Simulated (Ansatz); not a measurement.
Reaction (redistribution): `CO[SiH2][SiH2]O` + `[CH3][Al]([OH])[SH]` → `CO[SiH2]S` + `[CH3][Al]([OH])[SiH2]O`

Calculated with Ansatz (gas phase, PBE0-D4/def2-TZVP geometries, no zero-point term in ΔE). CBS: MP2 limit from def2 TZ/QZ plus the TZ coupled-cluster correction, frozen cores. This one scheme is used for every species. Functionals use def2-TZVPP. B3LYP here is the variant with VWN-RPA as its local correlation; programs differ in this. One conformer a species, not always the lowest.

`CO[SiH2][SiH2]O`:

Z-matrix (Å, degrees):
```
C
O 1 1.409
H 1 1.096 2 111.4
H 1 1.091 2 108.3 3 119.3
H 1 1.096 2 111.4 3 -121.3
Si 2 1.648 1 122.6 3 62.6
Si 6 2.349 2 106.9 1 178.6
H 6 1.495 2 110.4 1 56.1
H 6 1.498 2 110.5 1 -60.8
O 7 1.656 6 111.0 2 172.2
H 7 1.484 6 111.3 2 -70.7
H 7 1.492 6 109.0 2 49.2
H 10 0.958 7 117.4 6 -62.3
```

`[CH3][Al]([OH])[SH]`:

Cartesian coordinates in Å:
```
C 0.904 1.056 -0.034
Al -0.314 -0.426 0.235
O -0.514 -1.076 1.786
S -1.472 -1.329 -1.393
H 1.700 0.792 -0.736
H 0.386 1.925 -0.449
H 1.368 1.356 0.908
H -1.094 -1.806 1.996
H -0.963 -0.491 -2.312
```

`CO[SiH2]S`:

Cartesian coordinates in Å:
```
C 0.667 0.029 1.539
O 0.687 0.238 0.144
Si -0.454 -0.381 -0.857
S -0.214 0.423 -2.804
H 1.419 0.678 1.990
H -0.310 0.275 1.972
H 0.908 -1.009 1.790
H -1.797 -0.065 -0.300
H -0.307 -1.849 -1.025
H -0.600 1.661 -2.450
```

`[CH3][Al]([OH])[SiH2]O`:

Cartesian coordinates in Å:
```
C -1.705 -1.585 -0.324
Al -0.048 -0.568 -0.391
O 1.078 -1.038 -1.582
Si 0.583 1.339 1.054
O 1.982 2.091 0.546
H -2.342 -1.307 0.519
H -2.284 -1.435 -1.242
H -1.499 -2.658 -0.254
H 1.942 -0.636 -1.657
H 0.883 0.895 2.444
H -0.527 2.339 1.173
H 1.937 2.564 -0.286
```

```json
{"level": "r2SCAN-D4", "ΔE (kJ/mol)": "54.0", "difference from CCSD(T)/CBS": "0.7"}
{"level": "B3LYP-D4", "ΔE (kJ/mol)": "53.8", "difference from CCSD(T)/CBS": "0.5"}
{"level": "ωB97X-V", "ΔE (kJ/mol)": "53.2", "difference from CCSD(T)/CBS": "-0.1"}
{"level": "PBE", "ΔE (kJ/mol)": "47.6", "difference from CCSD(T)/CBS": "-5.7"}
{"level": "B3LYP", "ΔE (kJ/mol)": "52.8", "difference from CCSD(T)/CBS": "-0.5"}
{"level": "HF/def2-TZVPP", "ΔE (kJ/mol)": "58.9", "difference from CCSD(T)/CBS": "5.6"}
{"level": "SCS-MP2/def2-TZVPP", "ΔE (kJ/mol)": "54.4", "difference from CCSD(T)/CBS": "1.1"}
{"level": "HF/def2-QZVPP", "ΔE (kJ/mol)": "58.3", "difference from CCSD(T)/CBS": "5.0"}
{"level": "SCS-MP2/def2-QZVPP", "ΔE (kJ/mol)": "54.3", "difference from CCSD(T)/CBS": "1.0"}
{"level": "CCSD/CBS(def2)", "ΔE (kJ/mol)": "54.2", "difference from CCSD(T)/CBS": "0.9"}
{"level": "CCSD(T)/CBS", "ΔE (kJ/mol)": "53.3", "difference from CCSD(T)/CBS": "0"}
```

Largest T1 diagnostic among the species: 0.012.

From PBE to PBE0 (25 % exact exchange), in def2-TZVPP and without D4, ΔE moves by +3.1 kJ/mol. In def2-TZVPP, CCSD(T) changes the Hartree–Fock value by −5.3 kJ/mol (the triples alone add −0.9 kJ/mol) and MP2 by −4.1 kJ/mol.
